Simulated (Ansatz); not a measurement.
Relaxation of AlAsBH6NS (11 atoms, charge 0, multiplicity 1), to a largest force component of 0.015 eV/Å in at most 40 steps.

All numbers below come from RKS PBE0/def2-SVP in Ansatz 0.2.0.

```xyz
11
Properties=species:S:1:pos:R:3:forces:R:3
B -0.541 1.987 0.893 -0.54 1.84 -0.01
Al -0.662 0.053 1.473 0.13 -0.79 0.46
As 0.330 -1.668 0.060 1.08 -0.84 0.09
N -0.308 -0.921 -1.517 -4.85 0.61 1.53
S 2.274 -0.482 -0.170 0.21 -0.26 0.04
H -1.084 2.885 1.551 0.32 -0.33 -0.28
H -0.026 2.325 -0.126 0.25 0.20 -0.31
H -1.346 -0.329 2.831 -0.20 -0.31 0.32
H 0.098 -1.384 -2.274 0.90 -1.19 -1.84
H -1.381 -1.229 -1.521 2.73 0.85 -0.44
H 2.713 -1.296 -1.181 -0.05 0.22 0.45
```

Q: Where does it end, and by what steps?

A: It converged. After 25 steps the energy has fallen by 1.949 eV; H8 moved furthest, 1.43 Å. Joined: Al2–N4.

```tsv
step	energy less start (eV)	largest force component (eV/Å)	accepted
0	0.0000	4.845	yes
1	-0.4862	1.249	yes
2	-0.5755	0.479	yes
3	-0.6287	0.762	yes
4	-0.6861	0.803	yes
5	-0.7743	0.738	yes
6	-0.9167	0.752	yes
7	-1.1155	1.118	yes
8	-1.4170	0.931	yes
9	-1.6639	0.749	yes
10	-1.7907	0.965	yes
11	-1.8519	0.291	yes
12	-1.8848	0.275	yes
13	-1.9131	0.173	yes
14	-1.9227	0.199	yes
15	-1.9308	0.155	yes
16	-1.9378	0.319	yes
17	-1.9322	0.213	no
18	-1.9456	0.095	yes
19	-1.9477	0.070	yes
20	-1.9485	0.054	yes
21	-1.9485	0.053	yes
22	-1.9485	0.056	no
23	-1.9491	0.026	yes
24	-1.9492	0.019	yes
25	-1.9493	0.012	yes
```

```xyz
11
Properties=species:S:1:pos:R:3
B -0.369 2.026 0.690
Al -0.958 0.001 0.876
As 0.838 -1.680 0.450
N -0.697 -1.083 -0.756
S 2.355 -0.273 -0.393
H -0.171 2.732 1.656
H -0.167 2.558 -0.381
H -2.144 -0.676 1.702
H -0.311 -0.648 -1.595
H -1.303 -1.857 -1.030
H 2.993 -1.157 -1.198
```

Time of the run: 2.2 min on 2 threads of Arm Neoverse V1, with other jobs on the host, peak memory 0.34 GiB.
